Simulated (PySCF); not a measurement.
Polarisability and C₆ of Fe²⁺ (iron, charge +2)

[Ar] 3d6, high-spin 5D determinant. Computed with PySCF 2.14 in aug-cc-pwCVTZ-DK (10s9p7d4f3g, 127 functions), with the spin-free X2C one-electron Hamiltonian (Gaussian nucleus). Coupled (time-dependent) response in atomic units; α is the mean over directions.

```csv
method,mean α (bohr³),"α xx, yy, zz",C₆ (like pair),S(−4)
B97-3,3.753,"4.007, 4.007, 3.244",10.91,8.106
```

S(−4) is the Cauchy moment in α(ω) = α(0) + S(−4) ω² + …

α(iu) at B97-3:

```json
{"u (hartree)": "0", "α(iu) (bohr³)": "3.753"}
{"u (hartree)": "0.0500", "α(iu) (bohr³)": "3.732"}
{"u (hartree)": "0.100", "α(iu) (bohr³)": "3.675"}
{"u (hartree)": "0.200", "α(iu) (bohr³)": "3.474"}
{"u (hartree)": "0.300", "α(iu) (bohr³)": "3.216"}
{"u (hartree)": "0.500", "α(iu) (bohr³)": "2.707"}
{"u (hartree)": "0.750", "α(iu) (bohr³)": "2.209"}
{"u (hartree)": "1.00", "α(iu) (bohr³)": "1.843"}
{"u (hartree)": "1.50", "α(iu) (bohr³)": "1.347"}
{"u (hartree)": "2.00", "α(iu) (bohr³)": "1.030"}
{"u (hartree)": "3.00", "α(iu) (bohr³)": "0.6588"}
{"u (hartree)": "5.00", "α(iu) (bohr³)": "0.3350"}
```

A single London oscillator, α(iu) = α/(1 + u²/ω²), gives C₆ = (3/4) ω α². Matching the computed C₆ needs ω = 4 × 10.91 / (3 × 3.753²) = 1.03 hartree.

For an ion, C₆ is the dispersion term alone; charge-induced terms of lower order in 1/R come first.

The components differ because the open shell of this determinant is not spherical; for a pure term their mean is the scalar polarisability.
